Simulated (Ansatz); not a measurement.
CHNOSi, SMILES `N#C[Si]O` (lower singlet) (charge 0, multiplicity 1). This singlet lies 2.01 eV below the relaxed triplet at the level B3LYP/cc-pVTZ // PBE0-D3(BJ)/def2-TZVP (Ansatz, a first-principles code).

Cartesian coordinates (Å):
SMILES: N#C[Si]O
```xyz
5

N      2.1100    -0.5757     0.1276
C      1.1430     0.0356    -0.0359
Si    -0.3547     1.1926    -0.3525
O     -1.5471     0.1248    -0.0037
H     -1.3511    -0.7774     0.2645
```
Charge 0, multiplicity 1.

Frozen-core energies in 6-31g from Ansatz at a geometry from PBE0-D3(BJ)/def2-TZVP; the HF reference has <S^2> = 0.00 and the T1 diagnostic is 0.018.

```json
[
 {"level": "HF", "energy (Ha)": "-456.57076"},
 {"level": "MP2", "energy (Ha)": "-456.94340"},
 {"level": "CCSD", "energy (Ha)": "-456.95024"},
 {"level": "CCSD(T)", "energy (Ha)": "-456.96210"}
]
```

Q: Estimate the energies of CCSDT and CCSDT(Q), and give each level's difference from CCSDT(Q).

A: 
| level | energy (Ha) | difference from CCSDT(Q) (mHa) |
|---|---|---|
| MP2 | -456.94340 | 21.34 |
| CCSD | -456.95024 | 14.50 |
| CCSD(T) | -456.96210 | 2.63 |
| CCSDT | -456.96239 | 2.35 |
| CCSDT(Q) | -456.96474 | 0.00 |
